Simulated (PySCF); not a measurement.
C₃H₆GeOSi.
Atom-mapped SMILES: `[O:1]=[CH:2][SiH2:3][C:4]#[C:5][GeH3:6]` (hydrogens: H7 on C2; H8, H9 on Si3; H10, H11, H12 on Ge6)

The calculation used PySCF, PBE0-D3(BJ)/def2-SVP geometry optimisation, gas phase.

Task: List the bond lengths, angles and torsions at this level.

Result: 
```tsv
bond	length (Å)	order
O1=C2	1.204	double
C2–Si3	1.937	single
Si3–C4	1.830	single
C4≡C5	1.225	triple
C5–Ge6	1.905	single
C2–H7	1.126	single
Si3–H8, Si3–H9	1.490	single
Ge6–H10, Ge6–H11, Ge6–H12	1.535	single
```

Bonds in one row agree within 0.01 Å and their mean is given. Orders are formal, as drawn. A selection of angles:
```tsv
angle	degrees
O1–C2–Si3	119.9
O1–C2–H7	120.7
Si3–C2–H7	119.4
C2–Si3–C4	109.3
C2–Si3–H8	108.0
C4–Si3–H8	110.7
H8–Si3–H9	110.0
Si3–C4–C5	177.1
C4–C5–Ge6	179.2
C5–Ge6–H10	108.3
C5–Ge6–H11	108.6
H10–Ge6–H11	110.4
H11–Ge6–H12	110.5
```

Dihedral angles: O1–C2–Si3–C4 177° (antiperiplanar). The mirror-image conformer, all signs reversed, is as good.

The 2 C–Si bonds span 1.830 Å (Si3–C4, drawn single) to 1.937 Å (C2–Si3, drawn single), a spread of 0.107 Å. The 6 heavy atoms lie in one plane (0.019 Å rms). Si3 (SiH2 silicon) is tetrahedral (angles from 108.0° to 110.7°). Ge6 (germanium bonded to C and 3 H) is tetrahedral (angles from 108.3° to 110.5°).

No frequency check. One conformer, not necessarily the lowest.
